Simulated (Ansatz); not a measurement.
Two isomers of C2H6FNSi: A = `N/C(F)=C/[SiH3]`, B = `C[SiH](F)C=N`.

Isolated molecules relaxed with PBE0-D4/def2-TZVP in Ansatz; ΔE leaves out vibrations. CBS: MP2 limit from def2 TZ/QZ plus the TZ coupled-cluster correction, frozen cores. DFT in def2-TZVPP. B3LYP here is the variant with VWN-RPA as its local correlation; programs differ in this. Each species was taken in one conformer, which may not be the lowest.

Q: Which is lower in electronic energy at CCSD(T)/CBS, and by how much? (Best estimate.)

A: Computed: B, by 209.6 kJ/mol.

Q: Give E(B) − E(A) in kJ/mol with HF/def2-TZVPP, B3LYP-D4, r2SCAN-D4, CCSD(T)/def2-TZVPP, ωB97M-V, B3LYP, CCSD/def2-TZVPP. (Estimate.)

A: The calculation gave: HF/def2-TZVPP -200.2, B3LYP-D4 -192.9, r2SCAN-D4 -186.6, CCSD(T)/def2-TZVPP -205.9, ωB97M-V -195.6, B3LYP -192.4, CCSD/def2-TZVPP -207.0. None reverses the order clearly.

Largest T1 diagnostic: 0.012.

In def2-TZVPP, CCSD(T) changes the Hartree–Fock value by −5.6 kJ/mol (the triples alone add +1.2 kJ/mol) and MP2 by −6.8 kJ/mol.
